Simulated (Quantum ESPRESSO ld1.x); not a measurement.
Results of a calculation; reference values are marked as such.
All-electron atom: neutral carbon in [He] 2s2 2p2.

Code: ld1.x of Quantum ESPRESSO 7.5. Model: scalar-relativistic Kohn-Sham, LDA (Slater exchange, VWN5 correlation), spin-polarised, spherical densities, point nucleus; open shells are filled with parallel spins first.

Energy parts (eV):
part                    energy
total                 -1020.05
kinetic                1014.68
electron-nucleus      -2386.82
Hartree                 482.47
exchange-correlation   -130.38

Orbitals (lengths in bohr, moments of r in powers of bohr; r(max) is where P^2 peaks):
orbital	occ.	eigenvalue (eV)	<r^2>	r(max)	<r^4>
1s up	1	-270.616	0.1012	0.175	0.02713
1s down	1	-269.671	0.1004	0.175	0.02663
2s up	1	-14.4684	2.961	1.21	17.14
2s down	1	-11.8498	3.238	1.23	21.25
2p up	2	-6.1887	3.918	1.17	37.91
2p down	0	-3.7872	5.144	1.24	71.65

The highest occupied level is 2p up at -6.189 eV. Spin moment in Bohr magnetons: 2. For comparison, the ionisation energy in NIST's Atomic Spectra Database is 11.260 eV (measured). In exact Kohn-Sham theory the highest level is minus the ionisation energy, but local and semilocal functionals leave it too shallow, through self-interaction and a potential that decays too fast; potentials with the right tail come closer. The density falls to 0.001 e/bohr^3 at r = 3.65 bohr.
